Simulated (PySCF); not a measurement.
Correlation energy of F⁺ (fluorine, charge +1)

[He] 2s2 2p3 3s1, high-spin 5S determinant (an excited configuration). Computed with PySCF 2.14 in aug-cc-pwCVDZ (5s4p2d, 27 functions), with no relativity, point nucleus. Frozen: nothing; 8 electrons correlated.

```
  level  correlation energy (mhartree)
   CCSD                        -133.13
    (T)                          -1.03
CCSD(T)                        -134.16
```

Diagnostics: T1 = 0.0040, D1 = 0.0110, largest double amplitude 0.037.

Problem. Is a single reference adequate?

Solution. Yes: T1 lies below 0.03 and no double amplitude reaches 0.07.
